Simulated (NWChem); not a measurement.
System: P$_{2}$H cation; SMILES P#[PH+]

Results from NWChem. Pople sets run with spherical d functions. All runs use the structure optimised with PBE-D3(BJ)/def2-SVP.

Problem. Among these, which level gives the highest value of “highest occupied level (eV)”?
A) TPSS/6-311G**
B) TPSS/STO-3G
C) TPSS/6-311++G**
D) TPSS/6-31+G*

Solution. B, TPSS/STO-3G. Values: TPSS/6-311G** -14.11; TPSS/6-311++G** -14.10; TPSS/6-31+G* -14.10; TPSS/STO-3G -12.02
